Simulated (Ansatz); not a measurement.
`[NH2][Ga]([NH2])[Br]` + HCl → `[NH2][Ga]([Cl])[Br]` + NH₃ at 700 K and 1 bar (ligand exchange at a Ga–N bond).

Isolated molecules relaxed with PBE0-D4/def2-TZVP in Ansatz; ΔE leaves out vibrations. CCSD(T)/CBS adds triple-zeta CCSD(T) − MP2 to the extrapolated MP2 energy (def2 sets, frozen cores). This one scheme is used for every species. For Br, Ga outer-core shells are correlated without core-valence functions, which leaves a few kJ/mol of doubt a bond. Scalar relativity is left out up to krypton. One conformer a species, not always the lowest.

```json
{"species": "`[NH2][Ga]([NH2])[Br]`", "CCSD(T)/CBS energy (Eh)": "-4609.18251", "H − E (kJ/mol)": "206.5", "S (J/(mol·K))": "456.0"}
{"species": "HCl", "CCSD(T)/CBS energy (Eh)": "-460.38127", "H − E (kJ/mol)": "38.4", "S (J/(mol·K))": "211.8"}
{"species": "`[NH2][Ga]([Cl])[Br]`", "CCSD(T)/CBS energy (Eh)": "-5013.08446", "H − E (kJ/mol)": "133.0", "S (J/(mol·K))": "451.9"}
{"species": "NH₃", "CCSD(T)/CBS energy (Eh)": "-56.50880", "H − E (kJ/mol)": "116.9", "S (J/(mol·K))": "226.5"}
```

H − E and S are ideal-gas, rigid-rotor, harmonic terms from PBE0-D4/def2-TZVP, for one conformer and one mirror image of each species. 1 Eh = 2625.50 kJ/mol, R = 8.31446 J/(mol·K).

Task: By hand: ΔE, ΔH, ΔS and ΔG.

Result: ΔE = (-5013.08446) + (-56.50880) − (-4609.18251) − (-460.38127) = -0.02948 Eh = -77.4 kJ/mol. Δ(H − E) = 133.0 + 116.9 − 206.5 − 38.4 = 5.0, so ΔH = -72.4 kJ/mol. ΔS = 451.9 + 226.5 − 456.0 − 211.8 = 10.6 J/(mol·K). ΔG = -72.4 − 700 × (10.6)/1000 = -79.8 kJ/mol.

Task: By hand: the equilibrium constant, and the temperature at which ΔG would vanish if ΔH and ΔS stayed fixed.

Result: log₁₀ K = −ΔG/(RT ln 10) = 6.0. ΔH and −TΔS have one sign here, so there is no such temperature.

The number of gas molecules stays the same, so ΔS is small and ΔH decides. A doubt of 5 kJ/mol in ΔE shifts log₁₀ K by 0.4 here. Other conformers and mirror images would add mixing entropy, several J/(mol·K) or more a flexible species. Modes under 60 cm⁻¹, often nearly free rotors, make the harmonic entropy too high. These are equilibria of isolated gas molecules and say nothing of rates. Largest T1 diagnostic: 0.011 (customary marks: 0.02 for closed shells, 0.045 for open ones).

ΔS is within the doubt of such terms, so its sign, and with it that verdict, could turn.
